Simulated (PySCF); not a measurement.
## Simulated absorption spectrum

C5H9N2S (charge +1).
Cartesian coordinates in Å at the GFN2-xTB level; atoms count from 1:
```xyz
17
C5H9N2S angstrom
C      2.577    0.591    0.493
N      1.286    0.094    0.100
C      1.031   -0.625   -1.029
C     -0.301   -0.902   -1.042
N     -0.839   -0.354    0.085
C     -2.233   -0.339    0.445
S     -3.008    1.274    0.019
C      0.144    0.248    0.757
H      2.974    1.250   -0.280
H      3.273   -0.238    0.628
H      2.495    1.144    1.425
H      1.796   -0.884   -1.733
H     -0.884   -1.446   -1.758
H     -2.756   -1.149   -0.060
H     -2.339   -0.440    1.526
H     -3.240    1.005   -1.265
H      0.017    0.781    1.680
```

Computed with TDDFT wB97X-D/def2-SVPD, vertical, gas phase, core orbitals frozen in the response (PySCF 2.14.0, density-fitted response routines).

Each state is given a Gaussian of 0.3 eV full width at half maximum, with ε(max) = 2.175×10⁸ f / Δν̃ (Δν̃ the width in cm⁻¹). The cross-section is σ = 3.8235×10⁻²¹ ε cm², given in Mb (10⁻¹⁸ cm²). The width is an assumption, not a result. The curve ends short of the highest state used, and states not computed would add to its high-energy end.

| E (eV) | σ (Mb) |
| --- | --- |
| 4.77 | 0.00 |
| 4.89 | 0.03 |
| 5.01 | 0.25 |
| 5.13 | 0.74 |
| 5.25 | 0.90 |
| 5.37 | 0.45 |
| 5.49 | 0.09 |
| 5.61 | 0.01 |
| 5.73 | 0.00 |
| 5.85 | 0.10 |
| 5.97 | 1.37 |
| 6.09 | 8.91 |
| 6.21 | 26.59 |
| 6.33 | 35.58 |
| 6.45 | 20.78 |
| 6.57 | 5.20 |
| 6.69 | 0.84 |
| 6.81 | 1.63 |
| 6.93 | 6.01 |
| 7.05 | 15.44 |
| 7.17 | 23.96 |
| 7.29 | 21.78 |
| 7.41 | 13.24 |
| 7.53 | 29.27 |

Task: Locate the maxima and give the states behind the curve.

Result: 238 nm (5.22 eV), ε about 240, made up of S1 (100%); 196 nm (6.31 eV), ε about 9400, made up of S2 (16%) and S3 (84%); 172 nm (7.21 eV), ε about 6400, made up of S5 (45%) and S6 (55%) (ε in L mol⁻¹ cm⁻¹; maxima over ε = 5, shares over 10%). At its high-energy end, 7.53 eV, the curve is still rising (ε about 7700, from S7). The states used: S1 5.22 eV (f 0.0027); S2 6.24 eV (f 0.020); S3 6.33 eV (f 0.088); S4 6.93 eV (f 0.0043); S5 7.13 eV (f 0.040); S6 7.28 eV (f 0.046); S7 7.78 eV (f 0.509); S8 8.13 eV (f 0.051).

Task: On this curve, what absorbance would a 10⁻³ mol/L sample give at 222 nm over a 1 cm path?

Result: 222 nm is 5.585 eV, where ε is about 3.7 L mol⁻¹ cm⁻¹, so A = ε c l ≈ 0.0037 (Beer–Lambert, with the gas-phase spectrum and the assumed width).

Task: Coming from long wavelengths, where does ε first pass 100 L mol⁻¹ cm⁻¹?

Result: At about 246 nm (5.05 eV), 0.17 eV below S1.

Task: What would ε be at 6.31 eV, the highest of these maxima, with half the width (0.15 eV)?

Result: About 17100 L mol⁻¹ cm⁻¹ against 9390, a factor of about 1.8; a lone state at its own centre would give exactly 2.

The run took 53 s wall on one thread of an INTEL XEON PLATINUM 8581C at 2.10 GHz (shared host), and the process peaked at 1.1 GiB of memory.

One conformer stands for the species.
